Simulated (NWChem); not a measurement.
System: Hg

Parts of the log:

```
             Northwest Computational Chemistry Package (NWChem) 7.3.0
             --------------------------------------------------------

                             Geometry "geometry" -> ""
                             -------------------------

 Output coordinates in angstroms (scale by  1.889725989 to convert to a.u.)

  No.       Tag          Charge          X              Y              Z
 ---- ---------------- ---------- -------------- -------------- --------------
    1 Hg                  80.0000     0.00000000     0.00000000     0.00000000

 Effective nuclear repulsion energy (a.u.)       0.0000000000

 Summary of "ao basis" -> "ao basis" (spherical)
 ------------------------------------------------------------------------------
       Tag                 Description            Shells   Functions and Types
 ---------------- ------------------------------  ------  ---------------------
 Hg                         def2-svp                12       32   6s3p2d1f

            General Information
            -------------------
          SCF calculation type: DFT
          Wavefunction type:  closed shell.
          No. of atoms     :     1
          No. of electrons :    20
           Alpha electrons :    10
            Beta electrons :    10
          Charge           :     0
          Spin multiplicity:     1
          Use of symmetry is: off; symmetry adaption is: off
          Maximum number of iterations: 150
          AO basis - number of functions:    32
                     number of shells:    12
          Convergence on energy requested:  1.00D-06
          Convergence on density requested:  1.00D-05
          Convergence on gradient requested:  5.00D-04

              XC Information
              --------------
          PerdewBurkeErnzerhof Exchange Functional  1.000
            Perdew 1991 LDA Correlation Functional  1.000 local
           PerdewBurkeErnz. Correlation Functional  1.000 non-local

             Grid Information
             ----------------
          Grid used for XC integration:  xfine
          Radial quadrature: Mura-Knowles
          Angular quadrature: Lebedev.
          Tag              B.-S. Rad. Rad. Pts. Rad. Cut. Ang. Pts.
          ---              ---------- --------- --------- ---------
          Hg                  1.50      205           7.0      1454
          Grid pruning is: on
          Number of quadrature shells:   205
          Spatial weights used:  Erf1

      Superposition of Atomic Density Guess
      -------------------------------------

 Sum of atomic energies:        -174.14489097

      Non-variational initial energy
      ------------------------------

 Total energy =    -152.550399
 1-e energy   =    -270.139712
 2-e energy   =     117.589313
 HOMO         =      -0.326572
 LUMO         =       0.083050

     ---------------------------------------------
      Total Density - Mulliken Population Analysis
     ---------------------------------------------

    Atom       Charge   Shell Charges
 -----------   ------   -------------------------------------------------------
    1 Hg  20    20.00   0.13 -0.56  1.82  0.64  1.01  0.97  5.57  0.43  0.00  8.98  1.02  0.00

   convergence    iter        energy       DeltaE   RMS-Dens  Diis-err
 ---------------- ----- ----------------- --------- --------- ---------
 d= 0,ls=0.0,diis     1   -153.5362477174 -1.54D+02  2.71D-02  1.34D-01
 d= 0,ls=0.0,diis     2   -153.5507615532 -1.45D-02  6.13D-03  7.58D-03
 d= 0,ls=0.0,diis     3   -153.5504765159  2.85D-04  3.50D-03  1.02D-02
 d= 0,ls=0.0,diis     4   -153.5515859643 -1.11D-03  1.35D-05  2.16D-08
 d= 0,ls=0.0,diis     5   -153.5515859677 -3.38D-09  1.28D-06  3.35D-10

         Total DFT energy =     -153.551585967668
      One electron energy =     -270.013726335987
           Coulomb energy =      130.402060454136
    Exchange-Corr. energy =      -13.939920085818
 Nuclear repulsion energy =        0.000000000000

 Numeric. integr. density =       19.999999999987

                       DFT Final Molecular Orbital Analysis
                       ------------------------------------

 Vector    8  Occ=2.000000D+00  E=-3.622193D-01
              MO Center=  1.4D-15, -2.6D-15,  7.0D-15, r^2= 7.5D-01
   Bfn.  Coefficient  Atom+Function         Bfn.  Coefficient  Atom+Function
  ----- ------------  ---------------      ----- ------------  ---------------
    17      0.609799  1 Hg d -1              18      0.492507  1 Hg d  0
    20      0.420387  1 Hg d  2              22      0.137800  1 Hg d -1
    23      0.111294  1 Hg d  0              25      0.094997  1 Hg d  2
    16      0.066668  1 Hg d -2              19     -0.035576  1 Hg d  1

 Vector    9  Occ=2.000000D+00  E=-3.622193D-01
              MO Center= -6.5D-15,  3.1D-15, -4.2D-15, r^2= 7.5D-01
   Bfn.  Coefficient  Atom+Function         Bfn.  Coefficient  Atom+Function
  ----- ------------  ---------------      ----- ------------  ---------------
    20     -0.550732  1 Hg d  2              18      0.519575  1 Hg d  0
    16      0.463914  1 Hg d -2              25     -0.124452  1 Hg d  2
    23      0.117411  1 Hg d  0              21      0.104833  1 Hg d -2
    17     -0.089607  1 Hg d -1

 Vector   10  Occ=2.000000D+00  E=-2.482909D-01
              MO Center= -1.5D-15, -8.2D-15, -8.4D-15, r^2= 2.4D+00
   Bfn.  Coefficient  Atom+Function         Bfn.  Coefficient  Atom+Function
  ----- ------------  ---------------      ----- ------------  ---------------
     5      0.781430  1 Hg s                  3     -0.626682  1 Hg s
     6      0.427732  1 Hg s                  2      0.417538  1 Hg s
     1     -0.183225  1 Hg s                  4     -0.155011  1 Hg s

[...]

                         DFT ENERGY GRADIENTS

    atom               coordinates                        gradient
                 x          y          z           x          y          z
   1 Hg      0.000000   0.000000   0.000000   -0.000000  -0.000000   0.000000
```

Level: PBE/def2-SVP with def2 effective core potentials on Hg. def2 effective core potentials on Hg; no spin-orbit coupling.

Task: Reconstruct the input file.

Result: One answer among several that fit: the input that was run:
```
start job
memory heap 200 mb stack 900 mb global 1100 mb
geometry units angstroms noautoz
  Hg     0.000000     0.000000     0.000000
end
basis spherical
  * library def2-svp
end
ecp
  Hg library def2-ecp
end
dft
  xc xpbe96 cpbe96
  grid xfine
  iterations 150
  mulliken
end
task dft gradient
```
